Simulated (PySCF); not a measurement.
GaFClBr, SMILES [F][Ga]([Cl])[Br].

The structure is a stationary point at B3LYP-D3(BJ)/def2-SVP.

Level of theory: PBE/def2-TZVPD (PySCF).

Gas-phase values at a fixed geometry.

Task: Estimate the frontier levels, gap, dipole moment and polarisability. (An estimate is asked for; the answer gives what the named calculation found.)

Result: 
```json
{
 "highest_occupied_level": "-7.90 eV",
 "lowest_empty_level": "-3.30 eV",
 "orbital_gap": "4.60 eV",
 "dipole_moment": "1.07 D",
 "quadrupole, principal values (traceless, Buckingham form, about the centre of nuclear charge)": "-6.14, 0.09, 6.05 D·Å",
 "mean_static_polarisability": "65.5 bohr³ (9.70 Å³)",
 "polarisability_principal_values": "49.4, 61.9, 85.2 bohr³"
}
```
